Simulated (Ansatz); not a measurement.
Calculated with Ansatz (gas phase, PBE0-D4/def2-TZVP geometries, no zero-point term in ΔE). CBS: MP2 limit from def2 TZ/QZ plus the TZ coupled-cluster correction, frozen cores. This one scheme is used for every species. DFT in def2-TZVPP. For Ge outer-core shells are correlated without core-valence functions, which leaves a few kJ/mol of doubt a bond. Scalar relativity is left out up to krypton. One conformer a species, not always the lowest.

`F[SiH2][GeH3]` + H₂S → `S[SiH2][GeH3]` + H–F  (ligand exchange at the Si–F bond)

`F[SiH2][GeH3]`:

Z-matrix (Å, degrees):
```
Si
Ge 1 2.380
F 1 1.606 2 109.6
H 1 1.485 2 111.2 3 -119.0
H 1 1.486 2 111.2 3 119.0
H 2 1.539 1 108.9 3 179.7
H 2 1.536 1 110.9 3 60.3
H 2 1.536 1 110.9 3 -60.9
```

H₂S:

Z-matrix (Å, degrees):
```
S
H 1 1.341
H 1 1.341 2 92.3
```

`S[SiH2][GeH3]`:

Z-matrix (Å, degrees):
```
Si
Ge 1 2.378
S 1 2.143 2 110.9
H 1 1.485 2 111.1 3 115.5
H 1 1.488 2 110.3 3 -123.9
H 2 1.539 1 111.4 3 176.3
H 2 1.539 1 109.3 3 56.7
H 2 1.536 1 110.3 3 -62.5
H 3 1.344 1 94.8 2 -55.2
```

H–F:

Z-matrix (Å, degrees):
```
F
H 1 0.920
```

| level | ΔE (kcal/mol) |
| --- | --- |
| ωB97M-V | 16.1 |
| MP2/def2-SVP | 15.0 |
| HF/def2-TZVPP | 21.1 |
| CCSD(T)/def2-TZVPP | 15.4 |

Problem. What does CCSD(T)/CBS give? (An estimate is asked.)

Solution. Computed: +14.7 kcal/mol. The listed levels differ from it by 1.4, 0.3, 6.4, 0.7 kcal/mol.

Largest T1 diagnostic among the species: 0.012.

At CCSD(T), def2-SVP lies +1.0 kcal/mol from the extrapolated value and def2-TZVPP +0.7 kcal/mol. In def2-TZVPP, CCSD(T) changes the Hartree–Fock value by −5.6 kcal/mol (the triples alone add −1.0 kcal/mol) and MP2 by −6.9 kcal/mol.
